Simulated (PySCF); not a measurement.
Stepwise substitution at one centre (Ge NH2-OCH3). Gas-phase values, no solvent. One relaxed conformer stands for each flexible species; it need not be the lowest. Strings in code marks are SMILES.

All values below come from PBE-D3(BJ)/def2-TZVP // r2SCAN-D4/def2-SVP (PySCF 2.14.0). All candidates: neutral, multiplicity 1. Excitations are Tamm–Dancoff values on a coarser integration grid. The basis has no diffuse functions, so Rydberg states are missing or too high.

The HOMO–LUMO gap is 5.31 eV and the S1 excitation (TDA) comes out as 5.40 eV. The HOMO is -5.78 eV.

Question: Identify which member has these values.
(A) `C[O][Ge]([NH2])([O]C)[O]C`
(B) `C[O][Ge]([NH2])([NH2])[O]C`
(C) `C[O][Ge]([O]C)([O]C)[O]C`
(D) `C[O][Ge]([NH2])([NH2])[NH2]`

Answer: D, `C[O][Ge]([NH2])([NH2])[NH2]`. The others give `C[O][Ge]([NH2])([O]C)[O]C`: 5.50 eV, 5.62 eV, -6.16 eV; `C[O][Ge]([O]C)([O]C)[O]C`: 5.60 eV, 5.73 eV, -6.47 eV; `C[O][Ge]([NH2])([NH2])[O]C`: 5.42 eV, 5.53 eV, -5.96 eV
